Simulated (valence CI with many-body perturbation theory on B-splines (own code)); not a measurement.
**P: one-electron terms**

Method: configuration interaction combined with many-body perturbation theory (CI+MBPT): five valence electrons over a frozen Dirac-Fock core [Ne], radial functions for each j: 10 s, 10 p, 9 d, 7 f, 4 g, 2 h, with the one-electron correlation potential Σ1, the two-electron term Σ2, the three-electron term Σ3, Breit, model QED; selected CI, second order for the rest, scaled by the run's own slope (own B-spline code, finite nucleus).

Set against measurement, 25 paired levels are off by 60 cm⁻¹ on average, the worst by 174. These come from a selection out of the NIST Handbook of Basic Atomic Spectroscopic Data. Levels without a partner in it may be off by more. Among the levels kept, up to 1300 cm⁻¹ of a level comes from second order outside the variational space, and about a tenth of that is noise between levels of different J, which matters for small intervals.

These are the spectroscopic orbitals of the CI (the correlating ones are not listed), shaped by the core and the other valence electrons. h is the expectation value of the core's Dirac-Fock operator, without the valence repulsion; Σ1 is computed up to l = 3 at one energy for each symmetry, that of its lowest orbital but kept below the first core excitation, so for empty shells it is not the orbital's own correlation shift; Breit and QED include the response of the core.

```
Orbital  h (hartree)  Σ1 (cm⁻¹)  Breit (cm⁻¹)  QED (cm⁻¹)  ⟨r⟩ (bohr)
  3s1/2      -2.3006      -2709          39.1        26.5       1.927
  4s1/2     -0.84843       -252           4.2         2.8       6.275
  5s1/2     -0.40572      -63.9           1.1         0.7       14.08
  6s1/2     -0.23957      -26.3           0.5         0.3       24.79
  3p1/2       -1.836      -1776          39.2        -2.4       2.369
  4p1/2     -0.62929       -132           3.2        -0.2       8.543
  5p1/2     -0.32738      -44.1           1.1        -0.1       17.73
  6p1/2     -0.20224      -20.4           0.5         0.0       29.84
  3p3/2      -1.8315      -1756          20.8        -1.4       2.377
  4p3/2     -0.62838       -131           1.7        -0.1       8.557
  5p3/2     -0.32702      -43.9           0.6         0.0       17.75
  6p3/2     -0.20206      -20.3           0.3         0.0       29.87
  3d3/2     -0.65691      -70.3           0.1         0.0       8.319
  4d3/2     -0.35875      -38.1           0.0         0.0       17.86
  5d3/2     -0.22046      -20.4           0.0         0.0       30.48
  3d5/2     -0.65708      -70.3           0.0         0.0       8.317
  4d5/2     -0.35875      -38.1           0.0         0.0       17.86
  5d5/2     -0.22045      -20.4           0.0         0.0       30.48
  4f5/2     -0.28198       -0.4           0.0         0.0       17.96
  5f5/2     -0.18092       -0.3           0.0         0.0       31.35
  4f7/2     -0.28199       -0.4           0.0         0.0       17.96
  5f7/2     -0.18092       -0.3           0.0         0.0       31.35
  5g7/2     -0.18009                      0.0         0.0       27.48
  5g9/2     -0.18009                      0.0         0.0       27.48
```

Among the shells of the start configuration 3s2 3p3, Σ1 is largest in size for 3s1/2, where it is 0.54 % of h.

Lowest root of each symmetry, sizes in configuration state functions:

| J | Parity | Roots | Reference | Variational | Second order | Change by selected CI (cm⁻¹) | Change by second order (cm⁻¹) |
| --- | --- | --- | --- | --- | --- | --- | --- |
| 1/2 | even | 9 | 27 | 121227 | 3817032 | -26722 | -377 |
| 3/2 | even | 13 | 38 | 109043 | 5183098 | -26459 | -654 |
| 5/2 | even | 11 | 37 | 105249 | 8150342 | -26380 | -786 |
| 7/2 | even | 4 | 23 | 95172 | 9288644 | -26364 | -841 |
| 9/2 | even | 2 | 14 | 105389 | 12840732 | -26516 | -752 |
| 1/2 | odd | 8 | 23 | 117283 | 3055430 | -29593 | -541 |
| 3/2 | odd | 11 | 37 | 105459 | 5948896 | -23442 | -527 |
| 5/2 | odd | 6 | 32 | 102321 | 8614904 | -26899 | -795 |
| 7/2 | odd | 3 | 22 | 115080 | 8031872 | -26600 | -484 |
| 9/2 | odd | 1 | 10 | 92569 | 9751858 | -26721 | -483 |
| 11/2 | odd | 1 | 4 | 90147 | 8457662 | -26857 | -376 |
